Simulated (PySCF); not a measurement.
**Dipole moment and polarisability across levels of theory**

BF₂H₃Si.
SMILES: `FB(F)[SiH3]`

PySCF, dipoles from the SCF density, polarisabilities from static response with core orbitals frozen. Geometry: PBE0-D3(BJ)/def2-SVP; no solvent, vibrations or thermal averaging.

Q: Compare the levels for these properties.

A: 

```tsv
level	μ (D)	α (Å³)	anisotropy (Å³)
LDA/def2-SVPD	0.943	7.04	1.45
PBE/def2-SVPD	0.862	6.90	1.44
B3LYP/def2-SVPD	0.982	6.59	1.20
PBE0/def2-SVPD	0.985	6.55	1.18
BHandHLYP/def2-SVPD	1.111	6.26	0.97
CAM-B3LYP/def2-SVPD	1.032	6.50	1.10
wB97X-D/def2-SVPD	0.993	6.51	1.11
LC-wPBE/def2-SVPD	0.986	6.40	1.04
HF/def2-SVPD	1.176	5.89	0.71
PBE0/6-31G*	0.598	5.13	0.98
PBE0/def2-SVP	0.711	5.53	0.79
PBE0/6-31+G*	0.955	5.82	1.10
PBE0/aug-cc-pVDZ	0.943	6.64	1.21
PBE0/def2-TZVP	0.893	6.23	1.11
PBE0/def2-TZVPD	0.933	6.63	1.20
PBE0/aug-cc-pVTZ	0.933	6.66	1.21
```

The anisotropy is √(½[(α1 − α2)² + (α2 − α3)² + (α3 − α1)²]). The dipole runs from 0.60 D (PBE0/6-31G*) to 1.18 D (HF/def2-SVPD). No reference polarisability is at hand; against PBE0 in the largest diffuse basis at hand (aug-cc-pVTZ) the other PBE0 rows deviate by 6-31G* -23%, def2-SVP -17%, 6-31+G* -13%, def2-SVPD -2%, aug-cc-pVDZ 0%, def2-TZVP -6%, def2-TZVPD 0%. In one basis (def2-SVPD) the functionals order the polarisability from HF (lowest) to LDA (highest), a spread of 20%. With PBE0 the polarisability is 5.63 Å³ without diffuse functions (mean of 6-31G*, def2-SVP and def2-TZVP) and 6.46 Å³ with them (mean of 6-31+G*, def2-SVPD, aug-cc-pVDZ, def2-TZVPD and aug-cc-pVTZ).
